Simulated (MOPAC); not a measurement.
MOPAC input (PM7):

```
PM7 1SCF UHF MS=0.5 GEO-OK AUX(PRECISION=9) THREADS=1
C4H9O2

C     0.12026251 1   -1.86660365 1   -0.24068930 1
C    -0.24383394 1   -0.44652703 1   -0.03073980 1
O     0.86067522 1    0.30643938 1    0.49835078 1
C     1.01532803 1    0.20386912 1    1.89865822 1
O    -0.58768795 1    0.10541032 1   -1.25763867 1
C    -1.09991473 1    1.42722792 1   -1.17890027 1
H     0.08394055 1   -2.56965841 1    0.57797369 1
H     0.57510914 1   -2.15559629 1   -1.17670378 1
H    -1.07790458 1   -0.34562818 1    0.68686364 1
H     1.30728189 1   -0.80540919 1    2.20920667 1
H     0.09188384 1    0.47899737 1    2.42451049 1
H     1.80468802 1    0.89788059 1    2.18243684 1
H    -1.96986888 1    1.46822299 1   -0.51201636 1
H    -1.40818667 1    1.70196452 1   -2.18553020 1
H    -0.34189259 1    2.12663083 1   -0.82241116 1
```

Output:

```
 *******************************************************************************
 **                                                                           **
 **                              MOPAC v23.2.5                                **
 **                                                                           **
 *******************************************************************************
 ** MOPAC's Digital Object Identifier: https://doi.org/10.5281/zenodo.6511958 **
 **                                                                           **
 ** Please cite the open-source release paper for use of this MOPAC version:  **
 ** J. E. Moussa and J. J. P. Stewart (2026)                                  **
 ** MOPAC: An open-source semiempirical molecular orbital program             **
 ** J. Open Source Softw., 11(119), 8025, https://doi.org/10.21105/joss.08025 **
 *******************************************************************************

                              PM7 CALCULATION RESULTS

 *******************************************************************************
 *  PM7        - The PM7 Hamiltonian to be used
 *  GEO-OK     - OVERRIDE INTERATOMIC DISTANCE AND OTHER SAFETY CHECKS
 *  UHF        - UNRESTRICTED HARTREE-FOCK CALCULATION
 *  MS=        - IN MECI, MAGNETIC COMPONENT OF SPIN =  0.5
 *  1SCF       - DO 1 SCF AND THEN STOP
 *  AUX        - OUTPUT AUXILIARY INFORMATION
 *******************************************************************************
PM7 1SCF UHF MS=0.5 GEO-OK AUX(PRECISION=9) THREADS=1
 C4H9O2

   ATOM   CHEMICAL          X               Y               Z
  NUMBER   SYMBOL      (ANGSTROMS)     (ANGSTROMS)     (ANGSTROMS)

     1       C          0.12026251  *  -1.86660365  *  -0.24068930  *
     2       C         -0.24383394  *  -0.44652703  *  -0.03073980  *
     3       O          0.86067522  *   0.30643938  *   0.49835078  *
     4       C          1.01532803  *   0.20386912  *   1.89865822  *
     5       O         -0.58768795  *   0.10541032  *  -1.25763867  *
     6       C         -1.09991473  *   1.42722792  *  -1.17890027  *
     7       H          0.08394055  *  -2.56965841  *   0.57797369  *
     8       H          0.57510914  *  -2.15559629  *  -1.17670378  *
     9       H         -1.07790458  *  -0.34562818  *   0.68686364  *
    10       H          1.30728189  *  -0.80540919  *   2.20920667  *
    11       H          0.09188384  *   0.47899737  *   2.42451049  *
    12       H          1.80468802  *   0.89788059  *   2.18243684  *
    13       H         -1.96986888  *   1.46822299  *  -0.51201636  *
    14       H         -1.40818667  *   1.70196452  *  -2.18553020  *
    15       H         -0.34189259  *   2.12663083  *  -0.82241116  *

          CARTESIAN COORDINATES

    NO.       ATOM           X           Y           Z

     1         C          0.1203     -1.8666     -0.2407
     2         C         -0.2438     -0.4465     -0.0307
     3         O          0.8607      0.3064      0.4984
     4         C          1.0153      0.2039      1.8987
     5         O         -0.5877      0.1054     -1.2576
     6         C         -1.0999      1.4272     -1.1789
     7         H          0.0839     -2.5697      0.5780
     8         H          0.5751     -2.1556     -1.1767
     9         H         -1.0779     -0.3456      0.6869
    10         H          1.3073     -0.8054      2.2092
    11         H          0.0919      0.4790      2.4245
    12         H          1.8047      0.8979      2.1824
    13         H         -1.9699      1.4682     -0.5120
    14         H         -1.4082      1.7020     -2.1855
    15         H         -0.3419      2.1266     -0.8224

 General Reference for PM7:
 "Optimization of Parameters for Semiempirical Methods VI: More Modifications to the
 NDDO Approximations and Re-optimization of Parameters", J. J. P. Stewart, J. Mol. Mod., 1:32, 19 (2013)
 https://link.springer.com/article/10.1007/s00894-012-1667-x

           Empirical Formula: C4 H9 O2  =    15 atoms

      MOLECULAR POINT GROUP   :   C1

          UHF CALCULATION, NO. OF ALPHA ELECTRONS =   19
                           NO. OF BETA  ELECTRONS =   18

 -------------------------------------------------------------------------------
 PM7 1SCF UHF MS=0.5 GEO-OK AUX(PRECISION=9) THREADS=1
 C4H9O2

     1SCF WAS SPECIFIED, SO BFGS WAS NOT USED
     SCF FIELD WAS ACHIEVED

                              PM7 CALCULATION
                                                       MOPAC v23.2.5 Linux

          FINAL HEAT OF FORMATION =        -50.92379 KCAL/MOL =    -213.06516 KJ/MOL

          COSMO AREA              =        135.45 SQUARE ANGSTROMS
          COSMO VOLUME            =        124.11 CUBIC ANGSTROMS

          IONIZATION POTENTIAL    =          9.740359 EV
          ALPHA SOMO LUMO (EV)    =         -9.740  1.984
          BETA  SOMO LUMO (EV)    =        -10.091  0.093
          NO. OF ALPHA ELECTRONS  =         19
          NO. OF BETA  ELECTRONS  =         18
          MOLECULAR WEIGHT        =         89.1139         POINT GROUP:  C1

          MOLECULAR DIMENSIONS (Angstroms)

            Atom       Atom       Distance
            H    14    H    10     5.74233
            H     8    H    12     4.33713
            H    12    H     9     2.03061

          SCF CALCULATIONS        =          1

   ATOM   CHEMICAL          X               Y               Z
  NUMBER   SYMBOL      (ANGSTROMS)     (ANGSTROMS)     (ANGSTROMS)

     1       C          0.12026251  *  -1.86660365  *  -0.24068930  *
     2       C         -0.24383394  *  -0.44652703  *  -0.03073980  *
     3       O          0.86067522  *   0.30643938  *   0.49835078  *
     4       C          1.01532803  *   0.20386912  *   1.89865822  *
     5       O         -0.58768795  *   0.10541032  *  -1.25763867  *
     6       C         -1.09991473  *   1.42722792  *  -1.17890027  *
     7       H          0.08394055  *  -2.56965841  *   0.57797369  *
     8       H          0.57510914  *  -2.15559629  *  -1.17670378  *
     9       H         -1.07790458  *  -0.34562818  *   0.68686364  *
    10       H          1.30728189  *  -0.80540919  *   2.20920667  *
    11       H          0.09188384  *   0.47899737  *   2.42451049  *
    12       H          1.80468802  *   0.89788059  *   2.18243684  *
    13       H         -1.96986888  *   1.46822299  *  -0.51201636  *
    14       H         -1.40818667  *   1.70196452  *  -2.18553020  *
    15       H         -0.34189259  *   2.12663083  *  -0.82241116  *

                             CARTESIAN COORDINATES

   1    C        0.120262510    -1.866603650    -0.240689300
   2    C       -0.243833940    -0.446527030    -0.030739800
   3    O        0.860675220     0.306439380     0.498350780
   4    C        1.015328030     0.203869120     1.898658220
   5    O       -0.587687950     0.105410320    -1.257638670
   6    C       -1.099914730     1.427227920    -1.178900270
   7    H        0.083940550    -2.569658410     0.577973690
   8    H        0.575109140    -2.155596290    -1.176703780
   9    H       -1.077904580    -0.345628180     0.686863640
  10    H        1.307281890    -0.805409190     2.209206670
  11    H        0.091883840     0.478997370     2.424510490
  12    H        1.804688020     0.897880590     2.182436840
  13    H       -1.969868880     1.468222990    -0.512016360
  14    H       -1.408186670     1.701964520    -2.185530200
  15    H       -0.341892590     2.126630830    -0.822411160

           Empirical Formula: C4 H9 O2  =    15 atoms

      MOLECULAR POINT GROUP   :   C1

          ALPHA EIGENVALUES
 -30.28575 -29.16606 -26.02270 -24.20046 -23.83714 -20.78184 -17.44901 -17.14677
 -16.03869 -14.96255 -14.68731 -14.43407 -14.00362 -13.10821 -12.48083 -11.94990
 -10.41454 -10.14390  -9.74036   1.98437   2.42369   4.10433   4.59158   4.89151
   5.23196   5.37668   5.52770   5.56150   5.77368   5.89719   6.20696   6.24551
   6.39185

           BETA EIGENVALUES
 -30.19438 -29.02029 -25.85146 -24.11658 -23.75206 -20.56612 -17.39899 -17.03986
 -15.93498 -14.93891 -14.63984 -14.38845 -13.83092 -13.00739 -12.32945 -11.92589
 -10.28394 -10.09143   0.09261   2.04703   2.69760   4.30647   4.66500   4.93120
   5.25334   5.38128   5.54093   5.56383   5.78651   6.08365   6.22635   6.36847
   6.48476

              NET ATOMIC CHARGES AND DIPOLE CONTRIBUTIONS

  ATOM NO.   TYPE          CHARGE      No. of ELECS.   s-Pop       p-Pop
    1          C          -0.315136        4.3151     1.14624     3.16889
    2          C           0.294549        3.7055     1.09350     2.61195
    3          O          -0.419085        6.4191     1.88163     4.53745
    4          C          -0.189495        4.1895     1.07421     3.11528
    5          O          -0.368354        6.3684     1.87271     4.49564
    6          C          -0.192897        4.1929     1.07774     3.11516
    7          H           0.146001        0.8540     0.85400
    8          H           0.161519        0.8385     0.83848
    9          H           0.099152        0.9008     0.90085
   10          H           0.121255        0.8787     0.87874
   11          H           0.115527        0.8845     0.88447
   12          H           0.146722        0.8533     0.85328
   13          H           0.116784        0.8832     0.88322
   14          H           0.145036        0.8550     0.85496
   15          H           0.138421        0.8616     0.86158
 DIPOLE           X         Y         Z       TOTAL
 POINT-CHG.    -1.362     0.096     2.540     2.884
 HYBRID         0.192     0.024    -0.187     0.269
 SUM           -1.170     0.120     2.353     2.631

          ATOMIC ORBITAL ELECTRON POPULATIONS

     Atom    s        px        py        pz
    1  C   1.14624   1.01545   1.02442   1.12903
    2  C   1.09350   0.88893   0.87483   0.84820
    3  O   1.88163   1.57004   1.71666   1.25075
    4  C   1.07421   1.13732   1.14701   0.83096
    5  O   1.87271   1.82967   1.33066   1.33531
    6  C   1.07774   1.09477   0.86911   1.15128
    7  H   0.85400
    8  H   0.83848
    9  H   0.90085
   10  H   0.87874
   11  H   0.88447
   12  H   0.85328
   13  H   0.88322
   14  H   0.85496
   15  H   0.86158

                    (SZ)    =    0.500000
                    (S**2)  =    0.754445

          ATOMIC ORBITAL SPIN POPULATIONS

    Atom   Total    s     px     py     pz
         Atomic
    1  C  1.0458  0.029  0.816  0.084  0.117
    2  C -0.0578 -0.007 -0.020 -0.026 -0.005
    3  O  0.0622  0.001  0.018  0.040  0.003
    4  C -0.0049 -0.001 -0.000 -0.000 -0.004
    5  O  0.0037  0.000 -0.001  0.001  0.003
    6  C -0.0010 -0.000 -0.000 -0.001 -0.000
    7  H -0.0293 -0.029
    8  H -0.0287 -0.029
    9  H  0.0080  0.008
   10  H  0.0002  0.000
   11  H  0.0001  0.000
   12  H  0.0016  0.002
   13  H  0.0001  0.000
   14  H  0.0002  0.000
   15  H  0.0000  0.000

 **********************
 *                    *
 * JOB ENDED NORMALLY *
 *                    *
 **********************

 == MOPAC DONE ==
```

The geometry given is a B3LYP-D3(BJ)/def2-TZVP minimum.
